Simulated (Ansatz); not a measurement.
Geometry optimisation, DFT r2SCAN-D3(BJ), scalar-relativistic, plane waves, PAW (Ansatz).

Input:

```yaml
accuracy: low
crystal:
  lattice:
    - [5.23054, 0.0, 0.0]
    - [0.0, 5.23054, 0.0]
    - [0.0, 0.0, 5.23054]
  atoms:
    - { symbol: O, position: [0.0631449, 0.7658176, 0.7997633] }
    - { symbol: H, position: [0.086122, 0.6878218, 0.9661317] }
    - { symbol: H, position: [0.058258, 0.9474048, 0.8357073] }
    - { symbol: O, position: [0.4319845, 0.4047568, 0.2853877] }
    - { symbol: H, position: [0.2926036, 0.5265791, 0.2806883] }
    - { symbol: H, position: [0.3869948, 0.2801961, 0.1559646] }
    - { symbol: O, position: [0.8800992, 0.2015358, 0.3808311] }
    - { symbol: H, position: [0.7811395, 0.1512389, 0.2326186] }
    - { symbol: H, position: [1.0406748, 0.1116767, 0.3600803] }
    - { symbol: O, position: [0.5982139, 0.654642, 0.6614374] }
    - { symbol: H, position: [0.7691747, 0.6423168, 0.5913642] }
    - { symbol: H, position: [0.6004435, 0.5385427, 0.8056794] }
    - { symbol: "N", position: [0.5478072, 0.8700298, 1.0174902] }
    - { symbol: H, position: [0.4411592, 0.7155116, 0.9670923] }
    - { symbol: H, position: [0.4220601, 1.0075207, 1.0729295] }
    - { symbol: H, position: [0.6309929, 0.934683, 0.8541204] }
basis:
  ecutwfc: 500.0
kpoints:
  mp_grid: { grid: [1, 1, 1] }
hamiltonian:
  xc: r2scan
  dispersion: d3bj
scf:
  occupations: { method: fermi_dirac, width: 0.02 }
  lower_state_search: "off"
relax:
  f_tol: 0.3
  max_steps: 15
  adjacent_minimum: "off"
```

Launched with:

```bash
$ ansatz run input.yaml --threads 1 --pin off --max-ram 3072MiB --backend cpu --events-out ev --progress --plain --runs-dir out
```

Task: Where does it end, and by what steps?

Result: It converged. The threshold is loose, so the end isn't yet a minimum. Limits of this set-up: coarse k mesh, low accuracy level. After 13 steps the energy has fallen by 4.128 eV; H14 moved furthest, 1.35 Å.

```tsv
step	energy less start (eV)	largest force component (eV/Å)	accepted
0	0.0000	2.488	yes
1	-1.2748	1.131	yes
2	-1.7304	1.940	yes
3	-2.1471	1.593	yes
4	-2.5480	1.218	yes
5	-2.9056	1.015	yes
6	-3.1743	1.982	yes
7	-3.4419	1.675	yes
8	-3.6937	0.879	yes
9	-3.8880	0.835	yes
10	-4.0037	0.663	yes
11	-4.0650	1.075	yes
12	-4.1110	0.527	yes
13	-4.1277	0.274	yes
```

```xyz
16
Lattice="5.2305 0.0000 0.0000 0.0000 5.2305 0.0000 0.0000 0.0000 5.2305" Properties=species:S:1:pos:R:3
O 0.525 4.394 4.130
H 0.907 3.713 4.709
H -0.249 4.704 4.631
O 1.597 2.440 0.712
H 2.112 2.665 1.517
H 0.886 1.878 1.093
O 4.981 0.918 2.042
H 4.478 0.441 1.336
H 5.356 0.242 2.634
O 3.115 2.870 2.961
H 3.856 2.256 2.796
H 2.655 2.512 3.729
N 3.245 5.136 5.400
H 2.833 4.487 6.055
H 2.687 5.977 5.472
H 3.023 4.745 4.486
```

The run took 97 s on 1 thread of Arm Neoverse V1, on a shared host, peak memory 0.41 GiB.
